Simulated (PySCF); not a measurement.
Compound: C₂H₃BO₂.
SMILES: `C#CB(O)O`

Method used: EOM-IP-CCSD/aug-cc-pVDZ in PySCF, restricted Hartree–Fock reference, frozen core, non-relativistic, gas phase, PBE0-D3(BJ)/def2-SVP geometry.

Hartree–Fock orbital energies give these Koopmans values (eV): HOMO 10.78, HOMO-1 10.83, HOMO-2 14.10, HOMO-3 14.91, HOMO-4 16.06, HOMO-5 16.23, HOMO-6 17.95, HOMO-7 19.67.

Task: What vertical ionisation energies does EOM-IP-CCSD give?

Result: 
```
leading hole (HF orbital)  Koopmans (eV)  EOM-IP-CCSD (eV)  change (eV)  one-hole share
                     HOMO          10.78             10.85        +0.07            0.96
                   HOMO-1          10.83             10.90        +0.07            0.96
                   HOMO-2          14.10             12.35        -1.75            0.94
                   HOMO-3          14.91             12.98        -1.93            0.95
                   HOMO-4          16.06             14.43        -1.63            0.94
                   HOMO-5          16.23             14.46        -1.77            0.94
                   HOMO-6          17.95             15.90        -2.05            0.94
                   HOMO-7          19.67             17.82        -1.85            0.92
```

Task: Does the order of the lines follow the orbital energies?

Result: Yes, no two lines change places. The corrections run from -2.05 to +0.07 eV, with a mean of -1.35 eV over the 8 lines; EOM-IP-CCSD lies above the Koopmans value for HOMO and HOMO-1. Koopmans values leave out both the relaxation of the orbitals and the change in correlation energy.

Task: At what kinetic energies would He I light (21.22 eV) eject these electrons?

Result: 10.37 eV (HOMO), 10.32 eV (HOMO-1), 8.87 eV (HOMO-2), 8.24 eV (HOMO-3), 6.79 eV (HOMO-4), 6.76 eV (HOMO-5), 5.32 eV (HOMO-6), 3.40 eV (HOMO-7).

Lines less than 0.15 eV apart could change places at a higher level. One root was sought for each valence orbital with −ε under 21 eV, eight at most, so deeper holes and satellites are missing; no vibrational structure.

Conformer computed: `[CH:1]#[C:2][B:3]([OH:4])[OH:5]`: H–O4–B3–C2 -179°, H–O5–B3–C2 180°.

One conformer stands for the species.
